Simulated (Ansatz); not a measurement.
```yaml
crystal:
  periodic: [false, false, false]
  atoms:
    - {symbol: C, position_ang: [1.372753, -1.189019, 0.582796]}
    - {symbol: C, position_ang: [0.201220, -0.553250, 0.581035]}
    - {symbol: O, position_ang: [-0.981660, -1.129225, 0.928576]}
    - {symbol: Si, position_ang: [0.028823, 1.244955, 0.066035]}
    - {symbol: P, position_ang: [1.465170, -2.234386, 0.870336]}
    - {symbol: H, position_ang: [1.465170, -2.234386, 0.870336]}
    - {symbol: H, position_ang: [2.277671, -0.671436, 0.295743]}
    - {symbol: H, position_ang: [-0.832169, -2.049982, 1.173704]}
    - {symbol: H, position_ang: [-0.556002, 2.031670, 1.183605]}
    - {symbol: H, position_ang: [1.389848, 1.750161, -0.246433]}
    - {symbol: H, position_ang: [-0.679581, 0.500748, -2.465801]}
    - {symbol: H, position_ang: [-2.311337, 0.698173, -1.206944]}
basis:
  gaussian: {orbitals: cc-pVTZ}
hamiltonian: {xc: {name: revPBE}}
output: {forces: true}
```

```sh
$ ansatz run in.yaml --threads 4 --pin off --events-out ev --progress --plain --max-ram 10444MiB
```

Output, abridged:

```
Error: two nuclei lie on one point
```

In this input one atom was put on top of another. The input was rejected before any iteration.
